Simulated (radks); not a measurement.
Spherical quantum dot in the effective-mass picture: electrons in a hard-walled sphere of radius 6.07, with a point charge +2 (a donor) at the centre, all in effective atomic units (hartree* = m*/eps^2 hartree, bohr* = eps/m* bohr), one dielectric constant everywhere. Method: non-relativistic Kohn-Sham, PBEsol, spin-polarised, spherical densities; computed with a radial shooting solver with Libxc functionals. Levels are named by radial order and angular momentum (1s, 1p, 1d, 2s, ...), and open shells are averaged over m. Each electron was tried in the lowest free levels, single moves between levels near the top were tried too, and the lowest total energy was kept; such a search can miss a lower state. At N = 1 the Hartree and exchange-correlation terms need not cancel, so that row can carry a self-interaction error.

\begin{tabular}{lrrrrrrr}
N & open shells & 2S & E (hartree*) & mu = E(N) - E(N-1) (hartree*) & addition energy mu(N+1) - mu(N) (hartree*) & e(HOMO) (hartree*) & rms radius (bohr*) \\ \hline
1 & 1s(up 1, down 0) & 1 & -1.96957 & -1.9696 & 1.081 & -1.5256 & 0.8868 \\
2 & none & 0 & -2.85766 & -0.88809 & 1.095 & -0.56927 & 1.124 \\
3 & 2s(up 1, down 0) & 1 & -2.65073 & 0.20693 & 0.2253 & 0.29496 & 2.350 \\
4 & none & 0 & -2.21849 & 0.43224 & 0.2219 & 0.52597 & 2.824 \\
5 & 1p(up 2, down 0) 2s(up 1, down 0) & 3 & -1.56439 & 0.65409 & 0.2053 & 0.75397 & 3.082 \\
6 & 1p(up 3, down 0) 2s(up 1, down 0) & 4 & -0.705016 & 0.85938 & 0.2467 & 0.96456 & 3.282 \\
7 & 1p(up 3, down 0) & 3 & 0.401079 & 1.1061 & 0.2288 & 1.1971 & 3.440 \\
8 & 1p(up 3, down 1) & 2 & 1.73593 & 1.3348 & 0.1968 & 1.4327 & 3.562 \\
9 & 1p(up 3, down 2) & 1 & 3.26761 & 1.5317 & 0.1991 & 1.6310 & 3.663 \\
10 & none & 0 & 4.99835 & 1.7307 & 0.3325 & 1.8306 & 3.749 \\
11 & 1d(up 1, down 0) & 1 & 7.06162 & 2.0633 & 0.1938 & 2.1600 & 3.835 \\
12 & 1d(up 2, down 0) & 2 & 9.31870 & 2.2571 & 0.1944 & 2.3542 & 3.909 \\
13 & 1d(up 3, down 0) & 3 & 11.7702 & 2.4515 & 0.1947 & 2.5488 & 3.972 \\
14 & 1d(up 4, down 0) & 4 & 14.4164 & 2.6462 & 0.1947 & 2.7436 & 4.028 \\
15 & 1d(up 5, down 0) & 5 & 17.2574 & 2.8409 & 0.2424 & 2.9383 & 4.077 \\
16 & 1d(up 5, down 1) & 4 & 20.3407 & 3.0833 & 0.1902 & 3.1783 & 4.122 \\
17 & 1d(up 5, down 2) & 3 & 23.6143 & 3.2736 & 0.1910 & 3.3690 & 4.162 \\
18 & 1d(up 5, down 3) & 2 & 27.0789 & 3.4646 & 0.1914 & 3.5603 & 4.199 \\
19 & 1d(up 5, down 4) & 1 & 30.7349 & 3.6560 & 0.1917 & 3.7518 & 4.233 \\
20 & none & 0 & 34.5826 & 3.8477 & 0.3511 & 3.9435 & 4.264 \\
21 & 1f(up 1, down 0) & 1 & 38.7813 & 4.1988 & 0.1892 & 4.2933 & 4.296 \\
22 & 1f(up 2, down 0) & 2 & 43.1693 & 4.3880 & 0.1894 & 4.4826 & 4.325 \\
23 & 1f(up 3, down 0) & 3 & 47.7467 & 4.5774 & 0.1895 & 4.6721 & 4.352 \\
24 & 1f(up 4, down 0) & 4 & 52.5135 & 4.7668 & 0.1895 & 4.8616 & 4.377 \\
25 & 1f(up 5, down 0) & 5 & 57.4699 & 4.9563 & 0.1895 & 5.0511 & 4.401 \\
26 & 1f(up 6, down 0) & 6 & 62.6157 & 5.1459 & 0.1895 & 5.2406 & 4.423 \\
27 & 1f(up 7, down 0) & 7 & 67.9510 & 5.3353 & 0.2358 & 5.4301 & 4.444 \\
28 & 1f(up 7, down 1) & 6 & 73.5222 & 5.5711 & 0.1871 & 5.6646 & 4.464 \\
29 & 1f(up 7, down 2) & 5 & 79.2804 & 5.7582 & 0.1873 & 5.8518 & 4.482 \\
30 & 1f(up 7, down 3) & 4 & 85.2259 & 5.9455 & 0.1875 & 6.0392 & 4.500 \\
31 & 1f(up 7, down 4) & 3 & 91.3589 & 6.1330 & 0.1876 & 6.2268 & 4.516 \\
32 & 1f(up 7, down 5) & 2 & 97.6794 & 6.3205 & 0.1876 & 6.4143 & 4.532 \\
33 & 1f(up 7, down 6) & 1 & 104.188 & 6.5082 & 0.1876 & 6.6020 & 4.547 \\
34 & none & 0 & 110.883 & 6.6958 & 0.3762 & 6.7896 & 4.562 \\
35 & 1g(up 1, down 0) & 1 & 117.955 & 7.0720 & 0.1862 & 7.1651 & 4.577 \\
36 & 1g(up 2, down 0) & 2 & 125.214 & 7.2582 & 0.1862 & 7.3513 & 4.591 \\
37 & 1g(up 3, down 0) & 3 & 132.658 & 7.4444 & 0.1862 & 7.5375 & 4.605 \\
38 & 1g(up 4, down 0) & 4 & 140.289 & 7.6306 & 0.1862 & 7.7238 & 4.618 \\
39 & 1g(up 5, down 0) & 5 & 148.106 & 7.8169 & 0.1862 & 7.9100 & 4.630 \\
40 & 1g(up 6, down 0) & 6 & 156.109 & 8.0031 & 0.1862 & 8.0962 & 4.643 \\
41 & 1g(up 7, down 0) & 7 & 164.298 & 8.1894 & 0.1862 & 8.2825 & 4.654 \\
42 & 1g(up 8, down 0) & 8 & 172.674 & 8.3756 & 0.1862 & 8.4686 & 4.665 \\
43 & 1g(up 9, down 0) & 9 & 181.235 & 8.5617 & 0.2313 & 8.6548 & 4.676 \\
44 & 1g(up 9, down 1) & 8 & 190.028 & 8.7931 & - & 8.8854 & 4.686 \\
\end{tabular}

All shells are closed at N = 2, 4, 10, 20, 34 (there: 1s2 1p6 1d10 2s2 1f14); the second difference of the energy has clear peaks (12 % above both neighbours; the first and last values, which can be the largest, are not judged, and half-filled shells can peak too) at N = 10, 15, 20, 27, 34.
